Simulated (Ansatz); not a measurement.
Cost and result up the ladder for Te(SiH3)2 (Si2TeH6) (9 atoms). Total charge 0; singlet. Geometry: r2SCAN-D4/def2-SVP.

Cartesian coordinates in Å:
```
Te -1.309 -1.156 -0.336
Si -1.232 1.202 0.524
H -0.618 2.117 -0.484
H -0.446 1.284 1.791
H -2.645 1.604 0.777
Si 1.193 -1.237 -0.534
H 1.530 -2.592 -1.058
H 1.839 -1.032 0.797
H 1.688 -0.191 -1.478
```

Ansatz on 4 threads of Intel Xeon Platinum 8259CL on a shared host. Times are rough, and most runs start from the orbitals of an earlier one. CAM-B3LYP-D4/def2-TZVP serves as the yardstick here, not as an exact answer. Differences are given only for rows in sets of like size (and for xTB, whose basis is part of the method), since another set adds its own error. Binding counts from free atoms at the same level (Te triplet, Si triplet, H doublet; other spins of the atoms weren't run), without zero-point energy or a counterpoise term.

In the def2 sets Te takes a core potential; there is no spin–orbit coupling. B3LYP takes the VWN-RPA correlation. HSE06 is defined as in plane-wave codes, on full-range PBE exchange. Correlated methods freeze 14 core orbitals; core or outer-core shells of Te are correlated, in sets that lack core-valence functions.

Correlated methods converge slowly with the basis.

```json
{"level": "PBE-D4/def2-SVP", "functions": "92", "wall time": "0.7 s", "binding energy per atom (eV)": "2.80", "difference from CAM-B3LYP-D4/def2-TZVP (eV)": "–"}
{"level": "LDA (SPW92)/def2-TZVP", "functions": "160", "wall time": "0.85 s", "binding energy per atom (eV)": "3.14", "difference from CAM-B3LYP-D4/def2-TZVP (eV)": "0.30"}
{"level": "PBE0-D4/def2-SVP", "functions": "92", "wall time": "1.1 s", "binding energy per atom (eV)": "2.79", "difference from CAM-B3LYP-D4/def2-TZVP (eV)": "–"}
{"level": "PBE-D4/def2-TZVP", "functions": "160", "wall time": "1.2 s", "binding energy per atom (eV)": "2.82", "difference from CAM-B3LYP-D4/def2-TZVP (eV)": "-0.03"}
{"level": "B3LYP-D4/def2-TZVP", "functions": "160", "wall time": "1.6 s", "binding energy per atom (eV)": "2.85", "difference from CAM-B3LYP-D4/def2-TZVP (eV)": "0.00"}
{"level": "MP2/def2-TZVP", "functions": "160", "wall time": "1.7 s", "binding energy per atom (eV)": "2.70", "difference from CAM-B3LYP-D4/def2-TZVP (eV)": "-0.14"}
{"level": "PBE-D4/def2-TZVPD", "functions": "199", "wall time": "1.9 s", "binding energy per atom (eV)": "2.82", "difference from CAM-B3LYP-D4/def2-TZVP (eV)": "-0.03"}
{"level": "HSE06-D4/def2-TZVP", "functions": "160", "wall time": "2 s", "binding energy per atom (eV)": "2.81", "difference from CAM-B3LYP-D4/def2-TZVP (eV)": "-0.03"}
{"level": "r2SCAN-D4/def2-TZVP", "functions": "160", "wall time": "2 s", "binding energy per atom (eV)": "2.84", "difference from CAM-B3LYP-D4/def2-TZVP (eV)": "0.00"}
{"level": "CAM-B3LYP-D4/def2-TZVP", "functions": "160", "wall time": "2.3 s", "binding energy per atom (eV)": "2.84", "difference from CAM-B3LYP-D4/def2-TZVP (eV)": "0.00"}
{"level": "PBE0-D4/def2-TZVPD", "functions": "199", "wall time": "2.5 s", "binding energy per atom (eV)": "2.81", "difference from CAM-B3LYP-D4/def2-TZVP (eV)": "-0.03"}
{"level": "r2SCANh-D4/def2-TZVP", "functions": "160", "wall time": "2.6 s", "binding energy per atom (eV)": "2.84", "difference from CAM-B3LYP-D4/def2-TZVP (eV)": "-0.01"}
{"level": "r2SCAN-D4/def2-TZVPD", "functions": "199", "wall time": "3.1 s", "binding energy per atom (eV)": "2.85", "difference from CAM-B3LYP-D4/def2-TZVP (eV)": "0.00"}
{"level": "CCSD(T)/def2-TZVPP", "functions": "218", "wall time": "47 s", "binding energy per atom (eV)": "2.79", "difference from CAM-B3LYP-D4/def2-TZVP (eV)": "-0.06"}
```
